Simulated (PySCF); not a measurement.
## Spinor energies of Eu⁺ (europium, charge +1)

Start: [Xe] 4f7 6s1; 4f5/2 filled at m_j = -5/2, -3/2, -1/2, +1/2, +3/2, +5/2; 4f7/2 filled at m_j = +7/2; 6s1/2 filled at m_j = +1/2. Calculated with PySCF 2.14 in x2c-TZVPall-2c (11s11p10d4f1g, 131 functions): generalised Hartree-Fock with the X2C-1e Hamiltonian and a Gaussian nucleus; one run each with spin-orbit coupling (SO) switched off, then screened by Boettger's factors.

```csv
spinor shell,electrons,"ε, spin-free (eV)","ε, screened SO (eV)",weight of nominal j (screened SO),"rms radius, screened SO (bohr)"
1s1/2,2,-48765.4,-48756.8,1.000,0.0254
2s1/2,2,-8130.8,-8128.2,1.000,0.103
2p1/2,2,-7239.2,-7695.4,1.000,0.0881
2p3/2,4,-7239.2,-7042.9,1.000,0.0944
3s1/2,2,-1842.5,-1841.7,1.000,0.266
3p1/2,2,-1559.2,-1654.2,1.000,0.257
3p3/2,4,-1559.2,-1517.9,1.000,0.270
3d3/2,4,-1179.5,-1197.0,0.995,0.242
3d5/2,6,-1179.5,-1167.2,0.996,0.246
4s1/2,2,-392.14,-391.92,1.000,0.602
4p1/2,2,-296.39,-318.74,0.966,0.621
4p3/2,4,-296.39,-286.54,0.983,0.648
4d3/2,4,-159.80,-165.44,0.722,0.705
4d5/2,6,-159.80,-155.89,0.814,0.711
5s1/2,2,-60.589,-60.560,1.000,1.50
5p1/2,2,-35.335,-38.869,0.875,1.69
5p3/2,4,-35.335,-33.765,0.937,1.80
4f5/2,6,-20.450,-20.443,0.546,1.02
4f7/2,1,-20.450,-20.036,1.000,1.02
6s1/2,1,-10.486,-10.489,1.000,4.30
```

```
   quantity     spin-free   screened SO
E (hartree)  -10836.55672  -10843.15695
        M_J             4             4
       ⟨J²⟩        20.007        20.007
       ⟨L²⟩         0.000         0.098
       ⟨S²⟩        20.007        19.941
```

Each row is a mean over spinors that exchange with the open shell spreads, by up to 17.869 eV (4d5/2).

Rows whose weight is well below 1 are mixtures of j = l ± 1/2: exchange outweighs spin-orbit coupling there, and the label is only the starting occupation.

Breit and QED terms are absent; they matter most for the inner s and p1/2 levels.

Densities and radii are taken from the X2C orbitals without a picture-change correction, which distorts them close to the nucleus.

Without spin-orbit coupling the j labels of p, d and f shells carry no meaning; the spin-free column gives the mean over the occupied spinors of each nl shell.
